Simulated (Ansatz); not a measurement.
Ansatz (a quantum-chemistry and plane-wave program) input (CCSD(T)/aug-cc-pV(D+d)Z):
A basis named .json is the Basis Set Exchange file of that set.

Ansatz 0.2 input:
```yaml
crystal:
  periodic: [false, false, false]
  atoms:
    - {symbol: Si, position_ang: [-0.11497542, -0.00336820, 0.01862758]}
    - {symbol: F, position_ang: [0.50704736, 1.40902244, -0.50096627]}
    - {symbol: F, position_ang: [0.50017936, -1.11519749, -0.99978179]}
    - {symbol: F, position_ang: [0.92019764, -0.25336717, 1.26947638]}
    - {symbol: C, position_ang: [-1.83406551, -0.02821823, 0.16804886]}
    - {symbol: H, position_ang: [-2.36394438, 0.82321874, 0.58344988]}
    - {symbol: H, position_ang: [-2.36882582, -0.97087466, 0.22891593]}
basis:
  gaussian:
    orbitals: aug-cc-pV_D+d_Z.json
total_charge: -1
magnetization: {spin_polarized: false}
correlation: {method: ccsd_t, electrons: outside_noble_gas}
```

Output:

```
Functional definition: HF
integrals: 0.36 GiB planned
1381 factors; integrals over basis functions are off by at most 6.4e-4 eV
0.82 GiB of device memory are held for the factors and their scratch space
mean field: 0.73 GiB planned
mean field evaluation 1: about -17045.7103 eV, gradient 3.4e1 eV
mean field evaluation 2: about -17045.7982 eV, gradient 3.5e1 eV
mean field evaluation 4: about -17048.6262 eV, gradient 2.7e0 eV
mean field evaluation 8: about -17048.6603 eV, gradient 2.1e-1 eV
mean field evaluation 16: about -17045.7087 eV, gradient 3.4e1 eV
mean field -17048.66068895 eV, -626.5267243217 hartree, gradient 4.0e-6 eV, S^2 0.000000; 0 other end points of the search recorded, 0 dependent functions left out
9 core orbitals not correlated
reference -17048.66068895 eV, -626.5267243217 hartree; 16, 16 occupied and 117, 117 virtual orbitals, 1381 factors
second order -23.76112487 eV of doubles, -0.00000000 eV of singles
coupled cluster: 1.92 GiB planned
cycle   1  -23.65928984 eV  change    1.0e-1 eV  update   1.1e-1
cycle   2  -24.14907335 eV  change   -4.9e-1 eV  update   3.1e-2
cycle   3  -24.27129958 eV  change   -1.2e-1 eV  update   1.6e-2
cycle   4  -24.26384397 eV  change    7.5e-3 eV  update   3.0e-3
cycle   5  -24.26056615 eV  change    3.3e-3 eV  update   1.3e-3
cycle   6  -24.26103677 eV  change   -4.7e-4 eV  update   4.2e-4
cycle   7  -24.26110692 eV  change   -7.0e-5 eV  update   1.7e-4
cycle   8  -24.26101401 eV  change    9.3e-5 eV  update   7.1e-5
cycle   9  -24.26101212 eV  change    1.9e-6 eV  update   3.3e-5
perturbative correction -0.65793055 eV, -0.0241785017 hartree
Total energy: -17073.57963162 eV, -627.4424785740 hartree
```

It need not be the lowest isomer of its formula. Whether it binds its extra electron was not tested at this geometry.
